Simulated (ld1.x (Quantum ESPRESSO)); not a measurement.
**What one change does to a pseudopotential (H (Z = 1), ultrasoft)**

H (Z = 1), ultrasoft, made with ld1.x (Quantum ESPRESSO) 7.5 (LDA (PZ), scalar-relativistic). Core none, reference 1s1. Waves: 1s (bound): rcut 0.75, rcutus 0.80 bohr; 1s channel at 1.45 Ry: rcut 0.75, rcutus 0.80 bohr; 2p channel at 0.35 Ry: rcut 0.60, rcutus 0.75 bohr; 2p channel at 1.4 Ry: rcut 0.60, rcutus 0.75 bohr. Local part: all-electron potential smoothed inside 0.65 bohr (lloc = -1). Core correction: none. Augmentation charge: PSQ, inside the norm-conserving radii.

Change: all radii scaled by about 1.16 (s 0.92, p 0.88 bohr, rcut 0.88/0.70); local potential all-electron potential smoothed inside 0.76 bohr (lloc = -1).

Cutoffs: the cutoffs (Ry, on a coarse ladder) from which the occupation-weighted sum of valence levels, in a spherical-Bessel basis at the reference potential, stays within 10 and 1 mRy of its value at 400 Ry; they do not see the model core or the augmentation charge, which bear on the density cutoff. Errors are all-electron minus pseudo energies relative to the spin-unpolarised reference configuration.

**Question.** What does the change do?

**Answer.** The potential gets softer (25 Ry and 50 Ry → 21 Ry and 40 Ry); the errors of the 3 common tests hardly move; neither file shows a bound ghost. A larger radius leaves more room for a smooth pseudo-wave, so fewer plane waves are needed.

| quantity | base | changed |
| --- | --- | --- |
| cutoff, loose | 25 Ry | 21 Ry |
| cutoff, tight | 50 Ry | 40 Ry |
| bound ghosts | none | none |
| error for 1s0.5, meV [ΔE 4.64 eV] | -0.1 | -0.1 |
| error for 1s1 (spin-polarised), meV [ΔE -0.90 eV] | +0.1 | +0.1 |
| error for 1s0.5 (spin-polarised), meV [ΔE 4.26 eV] | 0.0 | -0.1 |
| lowest overlap eigenvalue by channel | s 0.99, p 0.99 | s 0.99, p 0.98 |
